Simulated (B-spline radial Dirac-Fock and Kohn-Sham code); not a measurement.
Dipole and non-dipole photoemission parameters of Ir⁺ 5d5/2

System: the Ir⁺ ion in the configuration [Xe] 4f14 5d7 6s1; threshold 18.91 eV (orbital energy of the model). Model: Dirac-Hartree-Slater photoionisation with a Latter tail; cross sections with all multipoles, angular parameters from the dipole term and its interference with E2. Program: a radial atomic solver.

Input file task.json (cfg lists n, l and occupation; rrms is the nuclear radius in fm):

```json
{"items": [{
  "Z": 77,
  "q": 1,
  "cfg": [[1, 0, 2], [2, 0, 2], [2, 1, 6], [3, 0, 2], [3, 1, 6], [3, 2, 10], [4, 0, 2], [4, 1, 6], [4, 2, 10], [4, 3, 14], [5, 0, 2], [5, 1, 6], [5, 2, 7], [6, 0, 1]],
  "A": 193,
  "rrms": 5.4032,
  "do": "xps",
  "hv": [75.0, 80, 86.6, 175.0, 256.0, 300, 314.0, 414.0, 988.0, 1000, 1480.0, 1870.0, 2000, 2190.0, 2984.4, 4030.0, 4120.0, 4170.0, 4200.0, 4670.0, 5480.0, 6280.0, 8047.8, 9080.0, 9251.7, 10600.0, 13100.0, 13800.0, 15000]
}]}
```

Launch: `python xray2_run.py task.json out`

For linearly polarised light dσ/dΩ = σ/(4π) [1 + β P₂(cos θ) + (δ + γ cos²θ) sin θ cos φ], with θ from the polarisation vector and φ the angle between the beam and the projection of the electron momentum on the plane normal to the polarisation.

```tsv
hν (eV)	σ (kb)	β	γ	δ
75	1740	1.474	0.065	0.017
80	?	?	?	?
86.6	977	1.674	0.118	0.017
175	45.3	0.635	0.247	-0.021
256	36.7	-0.479	-0.065	0.061
300	39.6	-0.168	0.029	0.064
314	40.2	-0.070	0.059	0.062
414	40.1	0.445	0.189	0.041
988	17.7	1.223	0.018	0.000
1000	17.4	1.229	0.015	0.000
1480	9.00	1.347	-0.040	0.007
1870	5.71	1.378	-0.005	0.015
2000	4.96	1.383	0.015	0.017
2190	4.08	1.385	0.049	0.021
2984.4	2.00	1.371	0.226	0.036
4030	0.933	1.325	0.475	0.057
4120	0.880	1.320	0.495	0.059
4170	0.852	1.318	0.507	0.060
4200	0.836	1.316	0.514	0.060
4670	0.627	1.293	0.618	0.070
5480	0.401	1.251	0.785	0.087
6280	0.270	1.212	0.934	0.103
8047.8	0.128	1.131	1.214	0.141
9080	0.0877	1.088	1.353	0.163
9251.7	0.0826	1.081	1.375	0.166
10600	0.0534	1.031	1.534	0.195
13100	0.0265	0.950	1.779	0.248
13800	0.0222	0.929	1.837	0.262
15000	0.0167	0.896	1.929	0.287
```

Q: Give the values at 80 eV.

A: σ = 1350 kb, β = 1.564, γ = 0.086, δ = 0.017.

Values without a named source are computed, but for edge energies of neutral atoms, which are taken from tables.
